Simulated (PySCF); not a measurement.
**Dipole moment and polarisability of `F[C@@H]1COC[C@@H](Cl)C1`**

C5H8ClFO.
Atom-mapped SMILES: `[F:1][C@@H:2]1[CH2:3][O:4][CH2:5][C@@H:6]([Cl:7])[CH2:8]1` (hydrogens: H9 on C2; H10, H11 on C3; H12, H13 on C5; H14 on C6; H15, H16 on C8)

Geometry (GFN2-xTB, Å), atoms numbered from 1 in this order:
```xyz
16
C5H8ClFO angstrom
F     -1.5659    1.0908    1.1786
C     -1.3235    0.4115    0.0020
C     -1.1068   -1.0751    0.3057
O      0.0958   -1.3270    0.9867
C      1.2234   -0.8601    0.2881
C      1.1476    0.6565    0.1114
Cl     2.6034    1.2309   -0.7406
C     -0.1000    1.0201   -0.6845
H     -2.2255    0.5440   -0.6090
H     -1.8999   -1.4408    0.9608
H     -1.1338   -1.6256   -0.6480
H      2.0899   -1.1414    0.8888
H      1.2962   -1.3425   -0.6992
H      1.1301    1.1442    1.0893
H     -0.2130    2.1038   -0.7440
H     -0.0256    0.6198   -1.6974
```

Level: PBE0/def2-SVPD (PySCF), static field, nuclei fixed, core orbitals frozen in the response. The polarisability tensor in these axes (au):

```
x   87.62  5.78 -4.53
y    5.78 73.01 -3.81
z   -4.53 -3.81 67.89
```

Problem. Diagonalise the tensor; give its mean and Δα, where Δα² is half the sum of the squared differences of the eigenvalues.

Solution. Principal values 65.76, 71.79 and 90.97 au; mean 76.17 au = 11.29 Å³ = 12.56 × 10⁻⁴⁰ C²·m²/J; Δα = 22.80 au (30 % of the mean).

Problem. What is the dipole moment, and where does it point?

Solution. (-1.41, -0.84, -1.70) D, 2.36 D in size, pointing from the negative to the positive side. Measured along this direction, the outermost atoms are H14 at the negative end and H11 at the positive end.

Problem. How large is μ²/3kT at 350 K beside α?

Solution. In Gaussian units μ²/3kT = 38.55 Å³ against 11.29 Å³, a ratio of 3.42; the Debye molar polarisation (4π/3)N_A(α + μ²/3kT) is 125.7 cm³/mol, leaving out the vibrational part.

Problem. What would n − 1 = 2πNα be for an ideal gas of these molecules at 500 K and 1 atm, electronic part alone?

Solution. N = p/kT = 1.4678 × 10¹⁹ cm⁻³, so n − 1 = 2π × N × 11.29 × 10⁻²⁴ cm³ = 1041 × 10⁻⁶ at long wavelengths.

Problem. Find the Langevin capture rate constant for H3O+ (19.018 u) meeting this molecule (138.025 u), k = 2.342 × 10⁻⁹ cm³/s × √(α in Å³ / reduced mass in u).

Solution. The reduced mass is 16.72 u, so k = 1.92 × 10⁻⁹ cm³/s. The formula leaves out the permanent dipole, which adds to the capture rate.

Problem. Give the principal axes and the span of the nuclei along them.

Solution. Largest value along (0.91, 0.34, -0.24), where the nuclei span 5.41 Å; middle along (-0.41, 0.84, -0.35), 4.25 Å; least along (0.08, 0.41, 0.91), 2.90 Å. The response follows the extents in order.

Problem. Traceless (Buckingham) quadrupole moment about the centre of nuclear charge: eigenvalues?

Solution. -8.13, 0.00, 8.13 D·Å. The values depend on the origin, since the dipole doesn't vanish. The electronic extent ⟨r²⟩ about the same centre is 1194 bohr², a root-mean-square distance of 2.15 Å for the 72 electrons.

The structure is a single GFN2-xTB conformer in the gas phase; no vibrational or solvent corrections.
